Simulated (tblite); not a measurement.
C4H12OSSi2.
Bonds: C1–C2, C2–S3 (double), C2–O4, O4–Si5, Si5–C6, C6–C7, C7–Si8. Hydrogens: H9, H10, H11 on C1; H12, H13 on Si5; H14, H15 on C6; H16, H17 on C7; H18, H19, H20 on Si8.

Computed with GFN2-xTB (tblite), gas phase: L-BFGS steps from a force-field or distance-geometry start until the largest atomic force falls under 0.01 eV/Å.

Step 31: E = -693.6560 eV
```
atom  x, y, z in Å  |  force x, y, z in eV/Å
C1      3.5617    0.5323    1.0960    0.022   0.020  -0.013
C2      2.5980   -0.3210    0.3384   -0.079  -0.032   0.011
S3      2.8346   -0.7186   -1.2225   -0.010  -0.015  -0.010
O4      1.5354   -0.6867    1.0126   -0.024  -0.003   0.051
Si5    -0.0054   -1.0671    0.5119    0.022   0.017  -0.019
C6     -0.6033    0.5489   -0.2944    0.008   0.033  -0.029
C7     -1.7823    0.4613   -1.2614   -0.019  -0.021  -0.017
Si8    -3.4224   -0.0806   -0.4753   -0.031   0.002   0.014
H9      3.3356    0.5291    2.1586   -0.023  -0.051   0.022
H10     4.5789    0.1999    0.9229    0.111  -0.045  -0.008
H11     3.4829    1.5516    0.7216    0.010   0.077   0.001
H12    -0.5203   -1.3494    1.8424   -0.059  -0.011   0.031
H13    -0.0423   -2.2279   -0.3722    0.056   0.051  -0.026
H14    -0.8434    1.2719    0.4932    0.031  -0.034  -0.044
H15     0.2540    0.9597   -0.8409   -0.004   0.059   0.022
H16    -1.5260   -0.2225   -2.0737   -0.009   0.020   0.016
H17    -1.9152    1.4458   -1.7208   -0.031  -0.048  -0.020
H18    -3.2580   -1.4098    0.1174   -0.009   0.003   0.006
H19    -3.8178    0.8755    0.5645    0.017  -0.019  -0.020
H20    -4.4498   -0.1078   -1.5212    0.021  -0.004   0.031
```

Step 32: E = -693.6576 eV
```
atom  x, y, z in Å  |  force x, y, z in eV/Å
C1      3.5683    0.5333    1.0967    0.014  -0.004  -0.010
C2      2.6009   -0.3210    0.3420   -0.055   0.009  -0.005
S3      2.8389   -0.7251   -1.2169   -0.005  -0.020  -0.020
O4      1.5349   -0.6793    1.0136   -0.013   0.003   0.081
Si5    -0.0035   -1.0656    0.5108    0.030   0.005  -0.027
C6     -0.6051    0.5479   -0.2959    0.008   0.028  -0.034
C7     -1.7860    0.4615   -1.2604   -0.038  -0.020  -0.011
Si8    -3.4276   -0.0797   -0.4768   -0.048  -0.005   0.031
H9      3.3437    0.5282    2.1601   -0.011  -0.045   0.008
H10     4.5850    0.1961    0.9206    0.064  -0.013  -0.001
H11     3.4891    1.5549    0.7248    0.018   0.025   0.006
H12    -0.5191   -1.3503    1.8400   -0.065  -0.011   0.040
H13    -0.0311   -2.2267   -0.3720    0.049   0.040  -0.035
H14    -0.8390    1.2687    0.4943   -0.006  -0.010  -0.028
H15     0.2495    0.9616   -0.8427    0.023   0.054  -0.002
H16    -1.5334   -0.2200   -2.0748    0.011  -0.017   0.011
H17    -1.9185    1.4440   -1.7226   -0.035  -0.014  -0.005
H18    -3.2714   -1.4110    0.1157    0.000   0.017  -0.001
H19    -3.8267    0.8740    0.5651    0.025  -0.025  -0.035
H20    -4.4539   -0.1069   -1.5248    0.032   0.002   0.038
```

**Question.** Estimate the geometry and energy of step 33. (The exact step hangs on the optimiser's Hessian estimate; all steps are aligned on step 32, rigid shifts and turns removed.)

**Answer.** E = -693.6590 eV, largest force 0.092 eV/Å
```
atom  x, y, z in Å  |  force x, y, z in eV/Å
C1      3.5730    0.5339    1.0969    0.005  -0.025  -0.007
C2      2.6015   -0.3207    0.3445   -0.013   0.039  -0.010
S3      2.8407   -0.7288   -1.2134   -0.010  -0.019  -0.015
O4      1.5342   -0.6754    1.0157    0.003   0.015   0.091
Si5    -0.0023   -1.0639    0.5098    0.018  -0.002  -0.016
C6     -0.6058    0.5480   -0.2977    0.007   0.014  -0.032
C7     -1.7885    0.4612   -1.2601   -0.038  -0.015  -0.001
Si8    -3.4307   -0.0796   -0.4766   -0.038  -0.013   0.032
H9      3.3490    0.5269    2.1614    0.005  -0.039  -0.017
H10     4.5900    0.1927    0.9185    0.001   0.020   0.007
H11     3.4932    1.5578    0.7270    0.029  -0.030   0.016
H12    -0.5231   -1.3507    1.8374   -0.054  -0.006   0.026
H13    -0.0233   -2.2240   -0.3728    0.045   0.024  -0.045
H14    -0.8356    1.2659    0.4952   -0.036   0.017  -0.016
H15     0.2474    0.9647   -0.8434    0.035   0.049  -0.023
H16    -1.5379   -0.2192   -2.0751    0.023  -0.045   0.004
H17    -1.9216    1.4417   -1.7252   -0.038   0.011   0.006
H18    -3.2786   -1.4117    0.1153    0.006   0.018  -0.002
H19    -3.8312    0.8727    0.5653    0.025  -0.017  -0.030
H20    -4.4552   -0.1069   -1.5257    0.025   0.004   0.030
```

The energy changes by -0.0013 eV. The first-order estimate −F·Δx gives -0.0018 eV and the mean of the old and new forces, exact on a quadratic surface, -0.0013 eV. The step makes an angle of 68° with the force vector and moves no atom by more than 0.008 Å.

What follows is the cost of the whole relaxation. The run took 1.0 s of wall time on Arm Neoverse V2, one thread, shared host.
